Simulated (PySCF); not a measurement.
Vertical excitations of a molecule C3H8N2Si from PySCF with TDA-PBE/def2-SVPD, as energy in eV (oscillator strength): 3.96 (0.003), 4.55 (0.004), 4.94 (0.037), 5.80 (0.022), 5.84 (0.004), 5.92 (0.020), 6.03 (0.019), 6.18 (0.006), 6.51 (0.009), 6.77 (0.019). Lowest triplet (TDA): 3.12 eV. Coordinates come from a PBE0-D3(BJ)/def2-SVP optimisation. The values are those of a single conformer.

Question: Which molecule gave these data?
A) C/N=C/C=N/[SiH3]
B) C#C[C@@H](N)[SiH2]N
C) C[Si@]1(N)C=NC1
D) C=C/N=C\[SiH2]N

Answer: C, C[Si@]1(N)C=NC1
